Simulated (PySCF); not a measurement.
# Stretching TlH

Set-up: PySCF, scalar-relativistic core potentials, basis sets Tl aug-cc-pVDZ-PP with ECP60, H aug-cc-pVDZ. Energies in eV from Tl + H in their ground configurations at the same level. All curves are PBE0. state 1: ¹Σ⁺ (singlet), closed shell; state 2: ³Π (triplet), unpaired electrons σ ↑, π ↑, a second solution, started from another occupation.

```json
{"R (Å)": "1.649", "state 1": "-2.114", "state 2": "-0.0199"}
{"R (Å)": "1.725", "state 1": "-2.302", "state 2": "-0.1249"}
{"R (Å)": "1.802", "state 1": "-2.409", "state 2": "-0.1752"}
{"R (Å)": "1.859", "state 1": "-2.448", "state 2": "-0.1895"}
{"R (Å)": "1.917", "state 1": "-2.459", "state 2": "-0.1908"}
{"R (Å)": "1.974", "state 1": "-2.448", "state 2": "-0.1840"}
{"R (Å)": "2.051", "state 1": "-2.406", "state 2": "-0.1683"}
{"R (Å)": "2.147", "state 1": "-2.318", "state 2": "-0.1450"}
{"R (Å)": "2.262", "state 1": "-2.179", "state 2": "-0.1188"}
{"R (Å)": "2.415", "state 1": "-1.959", "state 2": "-0.0914"}
```

**Question.** Put a parabola through the three lowest points of the state 1 curve and estimate Re, k and ωe (reduced mass 1.003 u; 1 eV/Å² = 0.16022 mdyn/Å; ωe = 1302.8·√(k/μ) cm⁻¹).

**Answer.** Through R = 1.859, 1.917, 1.974 Å the second-order coefficient is 3.33 eV/Å², so Re ≈ 1.916 Å, k ≈ 1.07 mdyn/Å and ωe ≈ 1343 cm⁻¹. A polynomial fit of higher order to the unrounded PBE0 energies gives Re = 1.915 Å, k = 1.10 mdyn/Å, ωe = 1363 cm⁻¹; anharmonicity and rounding make the difference.

The higher-order fit for each curve: state 1: Re = 1.915 Å, ωe = 1363 cm⁻¹, De = 2.46 eV; state 2: Re = 1.895 Å, ωe = 891 cm⁻¹, minimum 0.192 eV below the ground-state fragments.

These are scalar-relativistic numbers at best; spin–orbit coupling would shift them, the dissociation energy most. Counting both spins, an empty level lies below a filled one in some of these solutions, because spin and occupation are held.
